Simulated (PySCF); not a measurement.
C₆ coefficients of unlike pairs at PBE

Calculated with PySCF 2.14 from the dipole response of each species, C₆(A,B) = (3/π) ∫ α_A(iu) α_B(iu) du, in atomic units, from isotropic polarisabilities. For ions this is the dispersion term alone; charge-induced terms of lower order in 1/R come first.

```
species       configuration                                        basis      relativity  α (bohr³)  C₆ (like pair)
   Sr²⁺           [Kr] (1S)                 aug-cc-pVQZ-X2C (9s8p6d3f2g)   spin-free X2C      5.750           27.35
    Mn⁺   [Ar] 3d5 4s1 (7S)                       aug-cc-pVDZ (7s6p4d2f)            none      28.88           149.8
   Ga²⁺  [Ar] 3d10 4s1 (2S)  aug-cc-pwCVTZ-PP with ECP10MDF (8s7p6d4f1g)  core potential      9.313           28.58
     N⁺   [He] 2s2 2p2 (3P)                    aug-cc-pVTZ-DK (5s4p3d2f)   spin-free X2C      3.922           8.543
```

(1) Estimate C₆ for N⁺ with Mn⁺.

No spin-orbit coupling is included.

The other pairs:

```tsv
pair	C₆
Ga²⁺, Mn⁺	63.18
N⁺, Ga²⁺	15.28
Mn⁺, Sr²⁺	53.48
Ga²⁺, Sr²⁺	26.31
N⁺, Sr²⁺	15.11
```

## Answers

(1) The integral gives 32.23. The combination rule 2 C_A C_B / (C_A α_B/α_A + C_B α_A/α_B) gives 30.74 and the geometric mean 35.77.
